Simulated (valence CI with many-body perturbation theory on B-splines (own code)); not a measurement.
Values are calculated unless marked as measured or tabulated.
**Hyperfine factors and g values of Ce19+**

Method: relativistic CI+MBPT: three valence electrons over a frozen Dirac-Fock core [Kr], a basis of 9 s, 9 p, 10 d, 8 f, 5 g, 3 h, 1 i functions for each j, with the one-electron correlation potential Σ1, the two-electron term Σ2, the three-electron term Σ3, Breit, model QED; selected CI, second order for the rest (own B-spline code, finite nucleus).

No measured spectrum was set against this ion. As an estimate, terms of the open shell hold to 2 to 4 % of their energy, and close levels can change places. Only levels of the ground parity were solved; by the run's estimate the other parity begins above the list, which can be wrong where configurations are misplaced.

A/g_I is the dipole constant over the nuclear g factor μ/I (μ in nuclear magnetons, uniformly magnetised nucleus), B/Q the quadrupole constant per barn. Both hold the static response of the core; the bare values leave it out. Large factors of s and p1/2 electrons are usually good to 5 to 10 %; those of open d and f shells near neutrality can be off by tens of per cent, and small factors of p3/2, d and f electrons come from cancelling terms and can be off by a factor of two or in sign, in half-filled shells by more. B is blank for J = 1/2, where it vanishes, and for nearly pure S terms. Energies count from the lowest level.

Names give the largest LS component (configuration and term), which can be under half, so a name can repeat, a term be missing and a line seem to break the LS rules; names also repeat where a configuration has a term twice. Letters in brackets count levels of one name in rising energy.

| Level | E (eV) | g | A/g_I (MHz) | A/g_I bare | B/Q (MHz/b) | B/Q bare |
| --- | --- | --- | --- | --- | --- | --- |
| 4d3 4F_3/2 | 0.000 | 0.525 | 8540 | 7840 | -3290 | -3120 |
| 4d3 4F_5/2 | 2.613 | 1.039 | 4570 | 4500 | -2170 | -2060 |
| 4d3 4F_7/2 | 4.335 | 1.159 | 4160 | 4230 | -868 | -839 |
| 4d3 4P_3/2 | 4.825 | 1.357 | 3380 | 3690 | -2530 | -2410 |
| 4d3 4F_9/2 | 5.160 | 1.155 | 4590 | 4650 | 2290 | 2140 |
| 4d3 4P_1/2 | 5.647 | 2.067 | -4870 | -3650 |  |  |
| 4d3 2G_7/2 | 8.036 | 0.982 | 4670 | 4540 | 1970 | 1880 |
| 4d3 2H_9/2 | 8.435 | 1.102 | 4080 | 4090 | 3750 | 3540 |
| 4d3 4P_5/2 | 8.468 | 1.533 | 1040 | 1580 | 4880 | 4620 |
| 4d3 2D_3/2 [a] | 9.748 | 1.168 | 4150 | 4230 | -4990 | -4730 |
| 4d3 2P_1/2 | 10.317 | 1.266 | -911 | -659 |  |  |
| 4d3 2H_11/2 | 10.856 | 1.089 | 4380 | 4370 | 10800 | 10200 |
| 4d3 2D_5/2 [a] | 11.770 | 1.199 | 3630 | 3750 | -493 | -473 |
| 4d3 2F_5/2 | 12.787 | 0.945 | 3980 | 3810 | 5760 | 5460 |
| 4d3 2G_9/2 | 13.172 | 1.091 | 3470 | 3480 | 2810 | 2670 |
| 4d3 2F_7/2 | 13.279 | 1.124 | 4360 | 4390 | 2600 | 2480 |
| 4d3 2P_3/2 | 14.423 | 1.190 | 3810 | 3920 | 1200 | 1140 |
| 4d3 2D_3/2 [b] | 19.169 | 0.817 | 6970 | 6620 | 5920 | 5610 |
| 4d3 2D_5/2 [b] | 19.945 | 1.163 | 3270 | 3360 | 3190 | 3020 |
